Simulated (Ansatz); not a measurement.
Pd₂H₃: single points at one geometry.

```yaml
crystal:
  periodic: [false, false, false]
  atoms:
    - {symbol: Pd, position_ang: [0.269242, -0.005424, -0.179941]}
    - {symbol: Pd, position_ang: [-1.004898, -1.038649, 1.799478]}
    - {symbol: H, position_ang: [0.323582, 1.440387, -1.058820]}
    - {symbol: H, position_ang: [0.464220, -1.284119, 1.020694]}
    - {symbol: H, position_ang: [-0.052146, 0.887806, -1.581402]}
basis:
  gaussian: {orbitals: def2-TZVP, initial_orbitals: start.molden}
magnetization: {spin_polarized: true, initial_magnetization: 1}
hamiltonian: {xc: {name: r2SCAN0}, dispersion: d4}
scf: {omitted_lower_state_checks: [starts]}
output: {orbitals: {seedname: orbitals}}
```

The file start.molden holds the orbitals of an earlier run on this structure, at another level or in another basis.

```sh
$ ansatz run in.yaml --threads 4 --pin off --events-out ev --progress --plain --max-ram 3916MiB
```

Shortened log:

```
Functional definition: r2SCAN0
942 factors; their error is unknown
mean field evaluation 1: about -7008.7087 eV, gradient 1.9e0 eV
mean field evaluation 2: about -7008.7300 eV, gradient 4.6e-2 eV
mean field evaluation 4: about -7008.8395 eV, gradient 3.2e-3 eV
mean field evaluation 8: about -7008.8395 eV, gradient 7.0e-5 eV
mean field -7008.83947346 eV, -257.5700998877 hartree, gradient 7.9e-6 eV, S^2 0.759342; 0 other end points of the search recorded, 0 dependent functions left out
reference -7008.83949581 eV, -257.5701007090 hartree; 20, 19 occupied and 78, 79 virtual orbitals, 942 factors
Total energy: -7008.86984645 eV, -257.5712160744 hartree
Checks for a lower state left out: starts
```

Hardware: 4 threads of Intel Xeon 6975P-C on a shared host. Wall time 3.8 s.

The first input with `hamiltonian: {xc: {name: wB97M-V}}` (abridged; 9.5 s):

```
Functional definition: wB97M-V
mean field -7004.42077248 eV, -257.4077156217 hartree, gradient 1.2e-5 eV, S^2 0.752338
Total energy: -7004.42083430 eV, -257.4077178934 hartree
Checks for a lower state left out: starts
```

The first input with `hamiltonian: {xc: pbe0, dispersion: d4}` and without the key `scf` (abridged; 4.1 s):

```
Functional definition: PBE0
mean field evaluation 16: about -7008.3089 eV, gradient 1.8e0 eV
mean field evaluation 32: about -7008.5017 eV, gradient 2.3e-2 eV
mean field evaluation 64: about -7008.4816 eV, gradient 2.0e0 eV
mean field -7008.50180437 eV, -257.5576907773 hartree, gradient 1.1e-5 eV, S^2 0.757948; 7 other end points of the search recorded, 0 dependent functions left out
Total energy: -7008.59673636 eV, -257.5611794636 hartree
```

As the first input, with `gaussian: {orbitals: def2-TZVPD, initial_orbitals: start.molden}`, `hamiltonian: {xc: pbe, dispersion: d4}` (abridged; 1.6 s):

```
Functional definition: PBE
mean field evaluation 16: about -7010.4571 eV, gradient 2.5e-6 eV
mean field -7010.45712815 eV, -257.6295476008 hartree, gradient 3.2e-6 eV, S^2 0.753179
Total energy: -7010.56968157 eV, -257.6336838627 hartree
Checks for a lower state left out: starts
```

First input, but with `hamiltonian: {xc: r2scan, dispersion: d4}`, `output: {forces: true, orbitals: {seedname: orbitals}}` (abridged; 3.4 s):

```
Functional definition: r2SCAN
mean field evaluation 16: about -7011.6839 eV, gradient 2.5e-5 eV
mean field -7011.68390561 eV, -257.6746308412 hartree, gradient 2.1e-6 eV, S^2 0.760298
Total energy: -7011.70859179 eV, -257.6755380416 hartree
Atom 0 force    -0.257943     0.028106     0.145670 eV/Å
Atom 1 force     0.236798     0.148996    -0.321854 eV/Å
Atom 2 force     0.088912     0.075123     0.133842 eV/Å
Atom 3 force    -0.008272    -0.104546     0.116732 eV/Å
Atom 4 force    -0.059495    -0.147679    -0.074391 eV/Å
Dipole moment:    -0.267128     0.054162     0.131548 e Å
Checks for a lower state left out: starts
```

First input, but with `hamiltonian: {xc: {name: PBE-QIDH}}` and without the key `output` (abridged; 1.8 s):

```
Functional definition: PBE-QIDH
mean field -6991.06260912 eV, -256.9168121727 hartree, gradient 2.7e-6 eV, S^2 0.756722
second order -31.05953183 eV of doubles, -0.00000000 eV of singles
Total energy: -7001.41580264 eV, -257.2972850169 hartree
Checks for a lower state left out: starts
```

As the first input, with `gaussian: {orbitals: def2-SVP, initial_orbitals: start.molden}`, `hamiltonian: {xc: pbe, dispersion: d4}` (abridged; 1.2 s):

```
Functional definition: PBE
mean field evaluation 16: about -7008.4795 eV, gradient 2.0e-5 eV
mean field -7008.47953316 eV, -257.5568723257 hartree, gradient 8.0e-6 eV, S^2 0.752977
Total energy: -7008.59208945 eV, -257.5610086929 hartree
Checks for a lower state left out: starts
```

Geometry: PBE0-D4/def2-TZVP.

In the def2 sets Pd takes a core potential; there is no spin–orbit coupling. Correlated methods freeze no core orbitals; core or outer-core shells of Pd are correlated, in sets that lack core-valence functions. At PBE-D4/def2-TZVPD, PBE-D4/def2-SVP the gap within one spin of the charge 0 doublet nearly closes, so an electron or hole may be smeared out by delocalisation error. In the doublet, H3 and H5 lie 0.85 Å apart (atoms count from 1), so H2 has formed as a molecule. The structure comes from a short search, and lower isomers may exist.
